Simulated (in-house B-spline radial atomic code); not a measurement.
# Functionals against successive ionisation energies: K to K⁶⁺

Ionisation energies as differences of self-consistent total energies from an all-electron radial atomic-structure program (B-spline basis): all electrons, radial basis limit, scalar-relativistic (one-electron X2C), spin-polarised at highest spin, spherical densities; exact exchange is averaged over the determinants of each configuration. No spin-orbit coupling, Breit or QED terms. NIST's values run from ground level to ground level, so in open shells the differences also hold multiplet and fine-structure energies that spherical high-spin averages miss. Columns give computed minus NIST, in eV; a star marks a semi-empirical value. Species are left out where the tabulated value is theory, is uncertain by more than 0.12 eV, or (13 ions, such as In⁴⁺, Te⁴⁺ and Bi⁴⁺) lies off its series for all methods alike, which flatters the means a little.

```
species  shell      NIST (eV)  Hartree-Fock  PBEsol   PBE0  TPSSh  r2SCAN0  B97-1
      K     4s           4.34         -0.32   +0.05  +0.05  -0.08    -0.06  -0.12
     K⁺     3p          31.62         -1.01   -0.05  +0.05  +0.16    +0.34  -0.02
    K²⁺     3p         45.80*         -1.40   -0.07  -0.02  +0.04    +0.03  -0.01
    K³⁺     3p  60.92 ± 0.02*         -1.66   -0.30  -0.22  -0.33    -0.53  -0.15
    K⁶⁺     3p   117.56 ± 0.1         -0.83   +0.04  +0.12  +0.06    -0.09  +0.06
```

Question: How do the methods rank, and which species is hardest?

Answer: Mean absolute (signed) differences: B97-1 0.07 (-0.05) eV; PBE0 0.09 (0.00) eV; PBEsol 0.10 (-0.07) eV; TPSSh 0.13 (-0.03) eV; r2SCAN0 0.21 (-0.06) eV; Hartree-Fock 1.04 (-1.04) eV. For K³⁺, which loses a 3p electron, the nearest method is off by -0.15 eV, the largest such miss. The first two are tied within the accuracy of the references. Hartree-Fock comes too low mainly by the correlation energy of the removed electron.
